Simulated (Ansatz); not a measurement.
C2H10BNSi (`BN([SiH3])CC`), relaxed with RKS PBE-D4/def2-SVP in the Gaussian-basis code of Ansatz from a rough embedded geometry. The force threshold is 0.03 eV/Å; the program also tests the step.

Total charge 0; spin multiplicity 1.

Start:

```xyz
15

B     0.541   -1.424    0.658
N    -0.315   -0.181    0.496
Si   -1.884   -0.785   -0.065
C     0.230    0.668   -0.535
C     1.417    1.544    0.056
H     0.886   -2.113   -0.205
H     1.043   -1.648    1.755
H    -1.737   -1.543   -1.372
H    -2.475   -1.767    0.959
H    -2.861    0.301   -0.220
H     0.565    0.205   -1.407
H    -0.541    1.455   -0.808
H     1.791    2.323   -0.643
H     1.088    2.081    1.026
H     2.253    0.883    0.306
```

```tsv
step	energy (eV)	largest force (eV/Å)	largest move (Å)
1	-12264.2575	4.388	0.000
2	-12264.7223	1.616	0.195
3	-12264.9297	0.628	0.195
4	-12265.1163	0.803	0.195
5	-12265.3103	0.614	0.195
6	-12265.5177	0.631	0.200
7	-12265.7277	0.584	0.200
8	-12265.8694	0.501	0.200
9	-12265.9742	0.331	0.200
10	-12266.0000	0.327	0.199
11	-12266.0137	0.325	0.174
12	-12266.0193	0.205	0.133
13	-12266.0343	0.072	0.059
14	-12266.0403	0.245	0.200
15	-12266.0450	0.067	0.036
16 (rejected)	-12266.0416	0.279	0.051
17	-12266.0462	0.028	0.026
18	-12266.0470	0.049	0.067
19 (rejected)	-12266.0468	0.078	0.024
20	-12266.0472	0.012	0.012
```

End:

```xyz
15

B     0.727   -1.694    0.502
N    -0.056   -0.645   -0.018
Si   -1.818   -0.554    0.252
C     0.544    0.435   -0.829
C     0.960    1.644    0.009
H     1.920   -1.725    0.246
H     0.204   -2.551    1.190
H    -2.532   -0.694   -1.067
H    -2.227   -1.645    1.190
H    -2.185    0.790    0.825
H     1.425    0.021   -1.360
H    -0.179    0.750   -1.616
H     1.389    2.438   -0.635
H     0.099    2.078    0.556
H     1.726    1.352    0.756
```

It took 31 s on 4 threads of a server CPU on a shared host, with 0.19 GiB of host memory at the peak.
